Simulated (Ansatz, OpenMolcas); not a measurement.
**SiSe (SMILES [Si][Se]): from total energies to a heat of formation**

SiSe has 2 atoms, charge 0, and is taken as a singlet. SMILES: `[Si][Se]`. The coordinates come from a PBE0-D4/def2-TZVP relaxation.

```tsv
atom	x (Å)	y (Å)	z (Å)
Si	0.0000	0.0000	0.0314
Se	0.0000	0.0000	2.0931
```

Total energies at B3LYP/6-31G* (spherical functions) (OpenMolcas 26.06); the atoms run unrestricted:

```tsv
species	state	energy (Eh)
SiSe	singlet	-2690.794258
Si	triplet	-289.369795
Se	triplet	-2401.226806
```

Harmonic wavenumbers at PBE0-D4/def2-TZVP, in cm⁻¹: 594.

Measured heats of formation of the gaseous atoms at 298.15 K, in kJ/mol: Si 450.0, Se 227.1. Spin-orbit lowering of the atoms at 298 K (mean of the ground term's levels less their thermal mean, from spectra), in kJ/mol: Si 0.44, Se 11.30. Take 1 Eh = 2625.50 kJ/mol, 1 cm⁻¹ = 0.0119627 kJ/mol, RT = 2.479 kJ/mol.

Task: Work out the heat of formation of the gas at 298 K.

Result: 
1. Electronic atomisation energy: (-289.369795) + (-2401.226806) − (-2690.794258) = 0.197657 Eh = 518.9 kJ/mol.
2. Zero-point energy: half the sum of the wavenumbers, 297 cm⁻¹ = 3.6 kJ/mol.
3. Thermal vibrational enthalpy, Σ hcν̃/(exp(hcν̃/kT) − 1): 0.4 kJ/mol. Translation, rotation and pV of a linear molecule: 3.5 RT = 8.7 kJ/mol.
4. The 2 free atoms carry 5/2 RT each: 12.4 kJ/mol.
5. Spin-orbit coupling lowers the free atoms by 0.44 + 11.30 = 11.7 kJ/mol.
6. Atomisation enthalpy at 298 K: 518.9 − 11.7 − 3.6 − 0.4 − 8.7 + 12.4 = 506.9 kJ/mol.
7. Sum of the atoms' heats of formation: 677.1 kJ/mol. Heat of formation: 677.1 − 506.9 = +170.2 kJ/mol.

No measured value is set beside it here. Relativity is left out. Anharmonicity and any spin-orbit splitting of the molecule are left out.
